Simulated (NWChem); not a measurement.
Ionisation of F$_{3}$Sb

SMILES: [F][Sb]([F])[F]
```xyz
4

Sb     0.0037     0.3481     0.0000
F     -0.8232    -0.6488     1.4139
F     -0.8232    -0.6488    -1.4139
F      1.6256    -0.6747     0.0000
```
Charge 0, spin multiplicity 1.

Program: NWChem. Structure: optimised with PBE0/def2-SVP with def2 effective core potentials on Sb, a minimum by its harmonic frequencies.

Basis set: def2-SVPD. −ε marks an orbital energy of the parent.

Effective core potentials replace the inner electrons of Sb; spin-orbit coupling is left out. B3LYP has NWChem's definition, with VWN1-RPA local correlation. The structure started from a generated list of species.

**Question.** One of these methods gave a first vertical ionisation energy of 11.37 eV. Which?
A) −ε(HOMO) of B3LYP
B) −ε(HOMO) of HF
C) −ε(HOMO) of PBE
D) G0W0@PBE

**Answer.** D, G0W0@PBE. The others give 8.62 (−ε(HOMO) of PBE), 13.09 (−ε(HOMO) of HF), 9.84 (−ε(HOMO) of B3LYP).
